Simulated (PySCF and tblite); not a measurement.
The numbers below are computed, except where a source is named.
**Barrier and rate of a rotation**

System: C₆H₁₄P₂, numbered as in [CH2:1]=[P@@:2]([CH3:3])(/[CH:4]=[CH:5]/[CH3:6])[CH2:7][PH2:8].

Motion: rotation about the P2–C1 bond (torsion C3–P2–C1–H from -178° to -55°, rising). The path came from a restrained scan, a climbing-image band and a saddle search at GFN2-xTB; energies are PBE0/pcSseg-1 + D3(BJ), IEF-PCM chloroform//GFN2-xTB, thermal terms GFN2-xTB. Rates follow Eyring's equation with the number of equivalent paths and no tunnelling. (PySCF 2.14 with density fitting, tblite 0.8.)

```csv
point,symmetry,E(GFN2) kcal/mol,E(DFT) kcal/mol,ZPE change kcal/mol,lowest mode cm⁻¹,dipole D
start,C1,0.0,0.0,0.00,43,3.21
saddle,C1,5.7,4.0,-0.65,279i,4.54
end,C1,1.5,0.5,-0.11,32,4.59
```

```json
{
 "Electronic barrier": "4.0 kcal/mol",
 "Barrier with zero-point energy": "3.4 kcal/mol",
 "ΔH‡ (298 K)": "3.1 kcal/mol",
 "ΔS‡ (298 K, symmetry apart)": "-1.9 cal/(mol K)",
 "Paths": "1 equivalent path",
 "End point": "a different minimum",
 "Mean lifetime of the start against this motion at 298 K": "76 ps",
 "Cost": "2.4 min on 1 thread of Arm Neoverse V2, shared host (rough), peak memory 1.2 GiB, launched as `OMP_NUM_THREADS=1 python ens_run.py task.json out`"
}
```

| T/K | ΔG‡ kcal/mol | k s⁻¹ | ΔG kcal/mol | k back s⁻¹ |
| --- | --- | --- | --- | --- |
| 200 | 3.5 | 6.3×10⁸ | 0.2 | 1.1×10⁹ |
| 250 | 3.6 | 4×10⁹ | 0.2 | 6×10⁹ |
| 298 | 3.6 | 1.3×10¹⁰ | 0.2 | 1.8×10¹⁰ |
| 350 | 3.7 | 3.4×10¹⁰ | 0.2 | 4.2×10¹⁰ |
| 400 | 3.9 | 6.6×10¹⁰ | 0.1 | 7.8×10¹⁰ |

ΔG and ΔG‡ leave out symmetry numbers and mirror images; rates count paths: 1 out, 1 back.
